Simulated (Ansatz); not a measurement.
Relaxation of C2H11AlN2Si (17 atoms, charge 0, multiplicity 1), to a largest force component of 0.015 eV/Å in at most 40 steps.

The calculation used RKS PBE/STO-3G in Ansatz 0.2.0.

```xyz
17
Properties=species:S:1:pos:R:3
N -1.144 -0.595 1.119
C -0.129 -1.208 0.353
Al 1.474 -1.435 1.505
C 0.275 -0.415 -0.935
N 0.702 0.920 -0.649
Si -0.576 2.200 -0.839
H -1.402 -1.148 1.935
H -2.013 -0.521 0.504
H -0.448 -2.213 0.113
H 2.254 -0.150 2.128
H 2.044 -2.900 1.865
H -0.669 -0.405 -1.586
H 0.936 -0.966 -1.500
H 1.420 1.173 -1.309
H -0.636 2.976 0.406
H -0.264 3.084 -1.979
H -1.888 1.556 -1.107
```

**Question.** Where does it end, and by what steps?

**Answer.** It converged. Limits of this set-up: minimal basis. After 18 steps the energy has fallen by 3.336 eV; H11 moved furthest, 2.04 Å. Joined: N1–Si6, Al3–C4, Al3–N5.

```tsv
step	energy less start (eV)	largest force component (eV/Å)	accepted
0	0.0000	5.455	yes
1	-1.0568	1.488	yes
2	-1.2139	0.684	yes
3	-1.3032	0.585	yes
4	-1.3902	0.479	yes
5	-1.4962	0.481	yes
6	-1.6365	0.357	yes
7	-1.8644	0.467	yes
8	-2.2087	0.594	yes
9	-2.5946	0.617	yes
10	-2.9207	0.654	yes
11	-3.1348	0.535	yes
12	-3.2806	0.429	yes
13	-3.2913	0.664	yes
14	-3.3335	0.217	yes
15	-3.3352	0.065	yes
16	-3.3353	0.059	yes
17	-3.3303	0.274	no
18	-3.3355	0.013	yes
```

```xyz
17
Properties=species:S:1:pos:R:3
N -1.287 -0.206 0.657
C -0.272 -1.326 0.371
Al 1.448 -0.579 0.995
C 0.183 -0.922 -1.067
N 0.860 0.392 -0.623
Si -0.464 1.657 -0.203
H -1.456 -0.149 1.705
H -2.244 -0.459 0.258
H -0.735 -2.333 0.447
H 1.416 0.315 2.217
H 2.668 -1.398 0.637
H -0.608 -0.763 -1.840
H 0.948 -1.620 -1.471
H 1.493 0.773 -1.383
H -0.624 2.159 1.157
H 0.288 2.761 -0.819
H -1.678 1.649 -1.013
```

Time of the run: 79 s on 1 thread of Arm Neoverse V2 (shared host), peak memory 0.16 GiB.
